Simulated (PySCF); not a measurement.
# One molecule, several mistakes: AlB2H4N

All numbers below are calculated, not measured. They come from PySCF 2.14.0, an open-source quantum chemistry program, on an isolated molecule that a program drew, which may never have been made. The molecule is AlB2H4N (charge 0, singlet), drawn as the SMILES string `[BH2][AlH][B]=N`.

Each row is a Hartree-Fock (HF) and frozen-core CCSD(T) single point in the cc-pV(D+d)Z basis, meant for a local HF minimum. Run 1 is clean. Each other run has one planted mistake out of seven kinds, and not every kind appears here: one electron removed, one electron added, multiplicity raised by two, geometry at a saddle point, minimal basis STO-3G, one bond length entered in bohr, all coordinates scaled. The reference is restricted for singlets and unrestricted otherwise, and also for a bond in bohr. Adding or removing an electron swaps singlet and doublet. Electrons count all cores. HOMO and LUMO are orbital energies over both spins, the gradient is its largest component, and the lowest frequency (negative if imaginary) is given only where the gradient is small. Bond lengths are over the 7 bonds as drawn. T1 is the CCSD diagnostic: over 0.02 (restricted) or 0.045 (unrestricted) a single reference is doubtful.

Geometry of the clean run:
```xyz
8
AlB2H4N, angstrom
B    -2.0506   -0.9723   -0.6217
Al   -0.0794   -0.4893    0.0753
B     1.6212   -1.5614   -0.6150
N     2.5962   -2.1944   -1.0266
H    -2.7533   -1.7790   -0.0688
H    -2.5383   -0.4557   -1.5942
H     0.1598    0.6774    1.1213
H     3.3822   -2.6943   -1.3495
```

| run | electrons | basis functions | <S^2> | HOMO (eV) | LUMO (eV) | gradient (hartree/bohr) | lowest frequency (cm^-1) | mean bond (Å) | longest bond (Å) | T1 | HF (hartree) | CCSD(T) (hartree) | mistake |
|---|---|---|---|---|---|---|---|---|---|---|---|---|---|
| 1 | 34 | 85 | 0.000 | -10.28 | 0.83 | 2.1e-05 | 106 | 1.4977 | 2.146 | 0.0166 | -348.03334 | -348.47456 | no fault |
| 2 | 34 | 28 | 0.000 | -7.83 | 6.99 | 8.0e-02 | - | 1.4977 | 2.146 | 0.0185 | -343.77994 | -344.00208 | minimal basis STO-3G |
| 3 | 35 | 85 | 0.761 | -0.64 | 5.38 | 3.9e-02 | - | 1.4977 | 2.146 | 0.0166 | -348.01883 | -348.47779 | one electron added |
| 4 | 34 | 85 | 1.994 | -7.69 | 1.20 | 4.2e-02 | - | 1.6545 | 2.330 | 0.0684 | -347.79894 | -348.16777 | one bond length entered in bohr |
| 5 | 34 | 85 | 0.000 | -10.27 | -0.05 | 5.7e-05 | -191 | 1.5019 | 2.177 | 0.0160 | -348.02877 | -348.46948 | ? |

**Which mistake was planted in run 5, and what did it cost?**

The gradient is small, so the point is stationary, but the lowest frequency is imaginary (-191 cm^-1). So the mistake is: geometry at a saddle point. Subtracting run 1 and multiplying by 627.51 kcal/mol a hartree, the energy moved by 2.9 kcal/mol in HF and 3.2 kcal/mol in CCSD(T).

Cautions from the logs. Run 4: T1 is over the limit, so its CCSD(T) energy is less reliable.
